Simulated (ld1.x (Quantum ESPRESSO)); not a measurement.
# gallium, TM: configuration errors across variants

- Element: Ga
- Generator: ld1.x (Quantum ESPRESSO) 7.5
- Type: norm-conserving Troullier–Martins (Kleinman–Bylander form)
- Functional: LDA (PZ)
- Relativity: non-relativistic
- Frozen core: [Ar]
- Valence charge: 13
- Reference configuration: 3d10 4s2 4p1
- Partial waves: 4s (bound): rc 2.10 bohr; 4p (bound): rc 1.75 bohr; 3d (bound): rc 1.25 bohr
- Local potential: the d channel
- Core correction: a·sin(br)/r model core inside 0.65 bohr

All-electron excitation energies from the reference (eV): (1) 3d10 4s2 4p0 5.920; (2) 3d10 4s1 4p0 27.052; (3) 3d10 4s0 4p0 58.119; (4) 3d10 4s1 4p1 13.037; (5) 3d10 4s1 4p2 6.318; (6) 3d9 4s0 4p0 122.770; (7) 3d9 4s2 4p2 21.069; (8) 3d10 4s2 4p1 spin -0.133; (9) 3d10 4s1 4p0 spin 26.743.

Spin tests fill each open shell by Hund’s rule, majority spin first.

Tests that are not counted but printed errors over 1 eV. “wave 4p (bound): rc 1.75 bohr becomes 4p (bound): rc 1.92 bohr”: 3d9 4s2 4p2 (pseudo-atom not self-consistent, printed error -1619 eV).

A true bound ghost makes a file unfit for plane-wave use even where its test errors are small: the radial tests pick states by their node count and pass the ghost by. Where a test does run into it, the solver fails or the error is huge.

Errors AE − PS in meV (a dash: test not solved or not reliable):

| change | (1) | (2) | (3) | (4) | (5) | (6) | (7) | (8) | (9) | bound ghosts |
| --- | --- | --- | --- | --- | --- | --- | --- | --- | --- | --- |
| base | 0.0 | -5.6 | -57 | -0.9 | -1.4 | -271 | -323 | +0.3 | -9.3 | s, p |
| wave 4p (bound): rc 1.75 bohr becomes 4p (bound): rc 1.46 bohr | +0.7 | -3.1 | -53 | -2.6 | -2.4 | -307 | -281 | 0.0 | -6.7 | s, p |
| wave 4p (bound): rc 1.75 bohr becomes 4p (bound): rc 1.58 bohr | +0.2 | -5.0 | -56 | -1.3 | -1.5 | -286 | -302 | +0.1 | -8.8 | s, p |
| wave 4p (bound): rc 1.75 bohr becomes 4p (bound): rc 1.92 bohr | -0.1 | -5.5 | -57 | -1.0 | -1.7 | -264 | – | +0.4 | -9.3 | s, p |
| wave 4p (bound): rc 1.75 bohr becomes 4p (bound): rc 2.12 bohr | -0.2 | -5.4 | -56 | -1.0 | -1.8 | -261 | -336 | +0.4 | -9.2 | s, p |
| wave 4p (bound): rc 1.75 bohr becomes 4p (bound): rc 2.38 bohr | -0.2 | -6.3 | -58 | -0.6 | -1.2 | -270 | -326 | +0.3 | -10 | s, p |
| wave 4p (bound): rc 1.75 bohr becomes 4p (bound): rc 2.66 bohr | -0.6 | -8.7 | -64 | +0.5 | +0.1 | -287 | -310 | -0.1 | -12 | s, p |

Give the same row for: wave 4p (bound): rc 1.75 bohr becomes 4p (bound): rc 1.20 bohr.

+0.3, +0.7, -44, -6.6, -7.6, -341, -265, +0.2, -2.8; bound ghosts: s, p.
